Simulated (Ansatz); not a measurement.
Basis sets compared for [Tm(H2O)6]3+ (TmO6H12³⁺). Charge 3, multiplicity 3. Geometry r2SCAN-D4/def2-SVP. Ansatz on 4 threads of Arm Neoverse N1 on a shared host; times are rough, and most runs start from earlier orbitals.

```
atom   x (Å)   y (Å)   z (Å)
 Tm1  -0.001  -0.003   0.001
  O2   1.058   0.534  -1.936
  H3   0.709   1.052  -2.690
  H4   1.969   0.300  -2.208
  O5  -1.058  -0.532   1.941
  H6  -1.968  -0.295   2.215
  H7  -0.709  -1.050   2.696
  O8  -0.784  -1.903  -0.954
  H9  -0.634  -2.224  -1.867
 H10  -1.353  -2.589  -0.549
 O11   0.779   1.898   0.956
 H12   1.349   2.585   0.552
 H13   0.623   2.220   1.868
 O14  -1.845   1.109  -0.703
 H15  -2.071   2.051  -0.561
 H16  -2.598   0.757  -1.222
 O17   1.850  -1.108   0.698
 H18   2.607  -0.751   1.207
 H19   2.078  -2.050   0.556
```

In the def2 sets Tm takes a core potential; there is no spin–orbit coupling. With an open 4f shell the SCF may have ended on a state above the lowest.

| level | functions | energy (Eh) | HOMO (eV) | LUMO (eV) | wall time |
| --- | --- | --- | --- | --- | --- |
| PBE-D4/def2-SVP | 225 | -1542.7937 | -20.55 | -19.89 | 87 s |
| PBE0-D4/def2-SVP | 225 | -1542.5190 | -22.94 | -16.14 | 2.2 min |

Estimate the rows for PBE-D4/def2-TZVP, PBE0-D4/def2-TZVP (with forces).


```tsv
level	functions	energy (Eh)	HOMO (eV)	LUMO (eV)	wall time
PBE-D4/def2-TZVP	354	-1543.3817	-20.73	-20.06	82 s
PBE0-D4/def2-TZVP (with forces)	354	-1543.0970	-23.04	-16.17	21 min
```
